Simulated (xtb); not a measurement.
hydrogen fluoride (HF), SMILES F. All values are semi-empirical tight-binding results from xtb (GFN2-xTB unless named), good for trends rather than for accurate numbers. Coordinates come from a GFN2-xTB optimisation.

Optimised geometry:

Bonded distances (Å): F1–H2 0.932.
Charge 0, spin multiplicity 1.

point group as xtb finds it: C∞v
orbital gap: 16.53 eV
dipole moment: 2.53 D
static polarisability (D4 model): 5.5 bohr³
solvation energy, GFN2-xTB/ALPB(water): -12.4 kcal/mol
solvation energy, GFN2-xTB/ALPB(toluene): -1.0 kcal/mol

Computed IR lines (harmonic; lines under 4 % of the strongest left out, lines within 3 cm⁻¹ merged):
ν (cm⁻¹): 3766 (vs) (against the strongest line: vs over 80 %, s over 45 %, m over 15 %, w over 4 %, vw less)

Give the atomic charges. (Estimate from the structure and the level; the computed values follow.)

charges (e) F1 -0.39, H2 0.39.
